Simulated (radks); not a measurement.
Results of a calculation; reference values are marked as such.
Fractional charge and spin in the 6s shell of erbium: the spin-up occupation runs from 0 to 1 and the spin-down occupation from 0 to 1; the fullest corner is Er, [Xe] 4f(up 6, down 6) 6s(up 1, down 1). Code: a radial shooting solver on a logarithmic mesh with Libxc functionals. Model: scalar-relativistic Kohn-Sham, PBE, spin-polarised, spherical densities, finite nucleus; Fermi nuclear charge, rms radius of each element as measured or else 0.836 A^(1/3) + 0.57 fm. Energy (eV) above the fullest corner. The planes named below are the two flat planes that join the four corners, with an edge along up + down = one added electron.

down \ up,0,0.25,0.5,0.75,1
0,18.334,14.770,11.564,8.708,6.192
0.25,14.770,11.619,8.809,6.335,4.189
0.5,11.564,8.809,6.382,4.279,2.494
0.75,8.708,6.335,4.279,2.537,1.101
1,6.192,4.189,2.494,1.101,0.000

Corners above the fullest one (they belong to Er+ and the next ion): (up 1, down 0) 6.192 eV, (up 0, down 1) 6.192 eV, (up 0, down 0) 18.334 eV. With half an added electron in each spin the energy lies 0.190 eV from the planes, and with half an added electron in spin up alone -0.698 eV. The planes are only a guide here: the flat-plane condition holds for ground states with one frontier orbital, while this shell lies below other occupied shells, so the corners above the fullest one are inner-hole states and not the ground states of those ions.
